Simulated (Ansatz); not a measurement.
One change: `C[CH2][Sn][OH]` becomes `C[CH2][Sn][CH2]C`.

Ansatz, PBE0-D4/def2-TZVP geometries, multiplicity 1. Each molecule was computed in one conformer, which needn't be the lowest.

Elements past krypton have def2 core potentials. Outer-core shells of Sn are correlated without core-valence functions. Spin–orbit coupling is left out.

```json
{"property": "ideal-gas entropy at 298 K and 1 bar (rigid rotor, harmonic PBE0-D4/def2-TZVP) / J/(mol·K)", "`C[CH2][Sn][OH]`": "340"}
{"property": "vertical ionisation energy (CCSD(T)/def2-TZVPP) / eV", "`C[CH2][Sn][OH]`": "8.35"}
{"property": "size of the dipole moment (B3LYP/def2-TZVPP) / D", "`C[CH2][Sn][OH]`": "2.01"}
{"property": "LUMO energy (ωB97M-V/def2-TZVPP) / eV", "`C[CH2][Sn][OH]`": "-0.35"}
{"property": "HOMO energy (ωB97M-V/def2-TZVPP) / eV", "`C[CH2][Sn][OH]`": "-8.32"}
{"property": "HOMO energy (PBE/def2-TZVPP) / eV", "`C[CH2][Sn][OH]`": "-5.23"}
```

Problem. Give the same properties after the change, and the shifts. (Estimate.)

Solution. The calculation gave: 
```tsv
property	`C[CH2][Sn][CH2]C`	shift
ideal-gas entropy at 298 K and 1 bar (rigid rotor, harmonic PBE0-D4/def2-TZVP) / J/(mol·K)	390	50
vertical ionisation energy (CCSD(T)/def2-TZVPP) / eV	7.69	-0.66
size of the dipole moment (B3LYP/def2-TZVPP) / D	0.31	-1.70
LUMO energy (ωB97M-V/def2-TZVPP) / eV	-0.65	-0.30
HOMO energy (ωB97M-V/def2-TZVPP) / eV	-7.73	0.59
HOMO energy (PBE/def2-TZVPP) / eV	-4.75	0.48
```

With PBE0 the HOMO rises by 0.56 eV and the LUMO falls by 0.28 eV, so the gap narrows by about 0.84 eV. PBE moves the HOMO by 0.48 eV and ωB97M-V by 0.59 eV. The zero-point energy changes by 133.6 kJ/mol with +15 modes. Dipoles are sizes alone; their direction can turn. Modes under 60 cm⁻¹, often nearly free rotors, make the harmonic entropy too high.

B3LYP here is the variant with VWN-RPA as its local correlation; programs differ in this.
